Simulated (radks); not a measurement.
Ir2+, 75 electrons, occupied as [Xe] 4f14 5d7. All-electron calculation, Dirac Kohn-Sham, Slater X-alpha with alpha = 0.943, spin-unpolarised, spherical densities, finite nucleus; open shells are shared between the two j in proportion to 2j + 1; Fermi nuclear charge, rms radius 5.4032 fm. Program: a radial shooting solver on a logarithmic mesh with Libxc functionals. Some entries of the table are withheld. Estimate them.

orbital,occ.,eigenvalue (hartree),<r^2> (bohr^2),<r> (bohr)
1s1/2,2,-2802.850,0.0004188,0.01743
2s1/2,2,-492.3800,0.006333,0.07281
2p1/2,2,-472.5664,0.004488,0.05998
2p3/2,4,-412.2172,0.005676,0.06828
3s1/2,2,-116.1970,0.04111,0.1893
3p1/2,2,-107.1606,0.03749,0.1793
3p3/2,4,-93.89804,0.04393,0.1945
3d3/2,4,-78.60739,0.03374,0.1695
3d5/2,6,-75.72478,0.03550,0.1742
4s1/2,2,-25.57927,0.2003,0.4211
4p1/2,2,-21.72240,0.2046,0.4239
4p3/2,4,-18.56793,0.2379,0.4573
4d3/2,4,-12.18141,(1),0.4674
4d5/2,6,-11.59050,(2),0.4785
5s1/2,2,-4.47007,1.050,0.9673
4f5/2,6,-3.40779,0.3291,0.5196
4f7/2,8,-3.28686,0.3386,0.5269
5p1/2,2,-3.23679,1.240,(3)
5p3/2,4,-2.71397,1.477,(4)
5d3/2,2.8,-1.06017,2.686,1.520
5d5/2,4.2,-1.00590,2.862,1.569

Answer. 
(1) 4d3/2 <r^2> (bohr^2): 0.2528
(2) 4d5/2 <r^2> (bohr^2): 0.2648
(3) 5p1/2 <r> (bohr): 1.048
(4) 5p3/2 <r> (bohr): 1.143
